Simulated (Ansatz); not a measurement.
Consider the substitution at a C–C bond: `BC(C)C=N` + `O[SiH2]O[SiH](O)O` → `CO[SiH2]O[SiH](O)O` + `BCC=N`.

Program: Ansatz. Geometries: PBE0-D4/def2-TZVP. ΔE: electronic, gas phase. CBS: MP2 limit from def2 TZ/QZ plus the TZ coupled-cluster correction, frozen cores. DFT in def2-TZVPP. B3LYP here is the variant with VWN-RPA as its local correlation; programs differ in this. One conformer a species, not always the lowest.

```tsv
level	ΔE (kJ/mol)	difference from CCSD(T)/CBS
PBE-D4	44.2	-5.7
r2SCAN-D4	44.4	-5.5
B3LYP-D4	40.3	-9.6
ωB97M-V	47.0	-2.9
B2PLYP	43.8	-6.1
PBE	43.2	-6.7
r2SCAN	44.4	-5.5
HF/def2-TZVPP	35.1	-14.8
CCSD/def2-TZVPP	47.0	-2.9
HF/CBS(def2)	34.5	-15.4
CCSD(T)/CBS	49.9	0
```

Largest T1 diagnostic among the species: 0.012.

In def2-TZVPP, CCSD(T) changes the Hartree–Fock value by +13.1 kJ/mol (the triples alone add +1.1 kJ/mol) and MP2 by +19.8 kJ/mol.
